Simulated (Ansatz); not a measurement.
The first iterations of a band of CH2ISi (5 atoms, charge -1, multiplicity 1).

Computed with RKS revPBE-D4/def2-SVP (Ansatz).

```
movable images  : 4
climbing image  : no
spring          : 5.0 eV/Å²
optimiser       : quadratic models (default)
start path      : IDPP
force threshold : 0.03 eV/Å
iteration limit : 60
end points      : relaxed
```

Initial state:

```xyz
5
Properties=species:S:1:pos:R:3
C -1.372 -0.292 -0.456
Si 0.229 0.135 0.049
I 1.624 -1.721 1.198
H -1.791 0.650 -0.923
H 1.310 1.229 0.132
```

Final state:

```xyz
5
Properties=species:S:1:pos:R:3
C -1.052 0.831 -0.686
Si 0.310 0.150 0.076
I 1.179 -2.215 1.177
H -1.997 0.276 -0.886
H 1.561 0.959 0.318
```

| iteration | highest image above the first end (eV) | largest band force component (eV/Å) |
| --- | --- | --- |
| 1 | 0.202 | 0.616 |
| 2 | 0.168 | 0.289 |

Question: Does the band converge within its limit, and where does its top end?

Answer: It converged. It ended after 6 iterations with the highest image 0.156 eV above the first end. No image climbed, so the highest image needn't sit at the top of the path. Limits of this set-up: an anion without diffuse functions, the dipole of an ion depends on the origin.

Run time: 50 s on 1 thread of Arm Neoverse V1, on a shared host, peak memory 0.24 GiB.
